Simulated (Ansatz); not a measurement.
`O[B](F)[AlH][F]` + `C=N` → `C=NB(O)F` + `[F][AlH2]`  (cleavage of the B–Al bond)

Gas-phase electronic energies from Ansatz, PBE0-D4/def2-TZVP geometries. CBS: MP2 limit from def2 TZ/QZ plus the TZ coupled-cluster correction, frozen cores. This one scheme is used for every species. Functionals use def2-TZVPP. One conformer a species, not always the lowest.

`O[B](F)[AlH][F]`:

Z-matrix (Å, degrees):
```
B
F 1 1.331
Al 1 2.153 2 122.1
O 1 1.351 2 115.5 3 180.0
F 3 1.661 1 111.0 2 -179.8
H 3 1.580 1 132.2 2 0.1
H 4 0.961 1 113.4 2 -180.0
```

`C=N`:

Cartesian coordinates in Å:
```
C 0.102 -0.311 0.212
N -0.600 0.269 -0.660
H 0.908 0.162 0.785
H -0.091 -1.364 0.428
H -0.318 1.245 -0.765
```

`C=NB(O)F`:

Cartesian coordinates in Å:
```
C -1.018 0.587 -0.873
N 0.161 0.294 -0.577
B 0.761 -0.660 0.298
O 1.192 -0.356 1.547
F 1.015 -1.886 -0.149
H -1.226 1.374 -1.605
H -1.899 0.095 -0.438
H 1.014 0.553 1.798
```

`[F][AlH2]`:

```xyz
4

F     0.155    1.576   -0.186
Al   -0.005   -0.055    0.006
H     1.306   -0.920   -0.107
H    -1.456   -0.601    0.287
```

```json
{"level": "ωB97M-V", "ΔE (kJ/mol)": "-89.6"}
{"level": "BLYP", "ΔE (kJ/mol)": "-83.9"}
{"level": "r2SCANh", "ΔE (kJ/mol)": "-92.1"}
{"level": "MP2/def2-SVP", "ΔE (kJ/mol)": "-107.8"}
{"level": "CCSD(T)/def2-SVP", "ΔE (kJ/mol)": "-99.2"}
{"level": "CCSD/def2-TZVPP", "ΔE (kJ/mol)": "-87.6"}
{"level": "CCSD(T)/def2-TZVPP", "ΔE (kJ/mol)": "-85.3"}
{"level": "MP2/def2-QZVPP", "ΔE (kJ/mol)": "-92.9"}
```

Problem. What does CCSD(T)/CBS give? (Estimate.)

Solution. The calculation gave: -85.1 kJ/mol. The listed levels differ from it by -4.5, 1.2, -7.0, -22.7, -14.1, -2.5, -0.2, -7.8 kJ/mol.

Largest T1 diagnostic among the species: 0.014.

From BLYP to BHLYP (50 % exact exchange), in def2-TZVPP and without D4, ΔE moves by −13.4 kJ/mol. At CCSD(T), def2-SVP lies −14.1 kJ/mol from the extrapolated value and def2-TZVPP −0.2 kJ/mol.
